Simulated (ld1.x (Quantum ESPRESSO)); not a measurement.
# hafnium (Hf): one change to a TM potential, before and after

| Property | Result |
| --- | --- |
| Element | hafnium (Hf) |
| Generator | ld1.x (Quantum ESPRESSO) 7.5 |
| Type | norm-conserving Troullier–Martins (Kleinman–Bylander form) |
| Functional | LDA (PZ) |
| Relativity | scalar-relativistic |
| Frozen core | [Xe] 4f14 |
| Valence charge | 4 |
| Reference configuration | 5d2 6s1.75 6p0.25 |
| Partial waves | 6s (bound): rc 2.35 bohr; 5d (bound): rc 2.40 bohr; 6p (bound): rc 3.60 bohr |
| Local potential | the p channel |
| Core correction | Bessel-smoothed model core, default radius (core density twice the valence density) |

Change: wave 5d (bound): rc 2.40 bohr becomes 5d (bound): rc 2.28 bohr.

Cutoffs: the cutoffs (Ry, on a coarse ladder) from which the occupation-weighted sum of valence levels, in a spherical-Bessel basis at the reference potential, stays within 10 and 1 mRy of its value at 400 Ry; they do not see the model core or the augmentation charge, which bear on the density cutoff. Errors are all-electron minus pseudo energies relative to the spin-unpolarised reference configuration.

What does the change do?

The potential gets harder (21 Ry and 30 Ry → 25 Ry and 30 Ry); of the 9 tests that both files solve, the error grows in 0 and shrinks in 1 by more than 15 % and 0.3 meV (median size 9.0 → 8.3 meV); neither file shows a bound ghost. A smaller radius makes the pseudo-wave follow the all-electron one further in, where it bends more sharply, so more plane waves are needed.

| quantity | base | changed |
| --- | --- | --- |
| cutoff, loose | 21 Ry | 25 Ry |
| cutoff, tight | 30 Ry | 30 Ry |
| bound ghosts | none | none |
| error for 5d2 6s2 6p0, meV [ΔE -0.96 eV] | -0.1 | -0.1 |
| error for 5d2 6s1 6p0, meV [ΔE 7.24 eV] | -7.5 | -7.5 |
| error for 5d2 6s0 6p0, meV [ΔE 21.74 eV] | -57 | -57 |
| error for 5d2.5 6s1.5 6p0, meV [ΔE 0.29 eV] | -15 | -16 |
| error for 5d1 6s0 6p0, meV [ΔE 43.85 eV] | -354 | -355 |
| error for 5d2 6s1.5 6p0, meV [ΔE 2.39 eV] | -1.8 | -1.8 |
| error for 5d3 6s0 6p0, meV [ΔE 9.28 eV] | -75 | -77 |
| error for 5d2 6s1.75 6p0.25 (spin-polarised), meV [ΔE -0.60 eV] | +9.0 | +8.3 |
| error for 5d2 6s2 6p0 (spin-polarised), meV [ΔE -1.40 eV] | +4.5 | +3.8 |
| s: phases at 3.92 bohr within 0.05 rad from the reference energy up to (Ry; the scan ends near 5) | 0.8 | 0.8 |
| p: phases at 3.92 bohr within 0.05 rad from the reference energy up to (Ry; the scan ends near 5) | 1.5 | 1.5 |
| d: phases at 3.92 bohr within 0.05 rad from the reference energy up to (Ry; the scan ends near 5) | 0.4 | 0.4 |
